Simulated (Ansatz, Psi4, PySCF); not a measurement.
C2H6N, charge -1, singlet, at a GFN2-xTB geometry (in this run its highest filled SCF level lies above zero, so its values depend strongly on the basis, on diffuse functions most of all). Base run: PBE/6-311G** in PySCF.

PySCF was given this input:
```python
from pyscf import gto, scf, dft

mol = gto.Mole()
mol.atom = '''
    C     1.191191   -0.382927    0.007172
    C    -0.131227    0.521680    0.020645
    N    -1.347911   -0.107551    0.083890
    H     2.099467    0.229158    0.017145
    H     1.194065   -1.037068    0.879195
    H     1.200633   -1.006310   -0.888497
    H     0.068229    1.238652   -0.896924
    H    -0.027302    1.178907    0.908696
    H    -1.459500   -0.683001   -0.773743
'''
mol.basis = '6-311g**'
mol.charge = -1
mol.spin = 0
mol.verbose = 4
mol.build()

mf = dft.RKS(mol)
mf.xc = 'pbe'
mf.kernel()
```

The same geometry, method and basis name were run in Ansatz (a program for electronic structure) and Psi4 and PySCF, at each program's defaults and at the settings that a row names. The base is PySCF at its defaults. Differences at the defaults can come from grids, fitting, cores and function types together.

```
code and settings                                                                             ΔE vs base (µEh)  basis functions      E (Eh)  SCF cycles
--------------------------------------------------------------------------------------------  ----------------  ---------------  ----------  ----------
PySCF, defaults (exact integrals, its default grid, spherical functions)                                   0.0               90  -134.35812          11
Psi4, defaults (density fitting with its default set, its default grid, spherical functions)               [?]               90         [?]          10
Ansatz, defaults (factorised integrals, its default grid, spherical functions)                            -7.0               90  -134.35813           -
PySCF, density fitting with def2-universal-jkfit                                                         -86.4               90  -134.35821          11
PySCF, fine grid                                                                                          -3.3               90  -134.35813          11
Psi4, exact integrals, spherical functions, fine grid                                                     -3.4               90  -134.35813          13
Ansatz, high accuracy                                                                                     -3.4               90  -134.35813           -
```

Q: Some entries are withheld; supply them.

A: 
- Psi4, defaults (density fitting with its default set, its default grid, spherical functions), ΔE vs base (µEh): -61.2
- Psi4, defaults (density fitting with its default set, its default grid, spherical functions), E (Eh): -134.35818
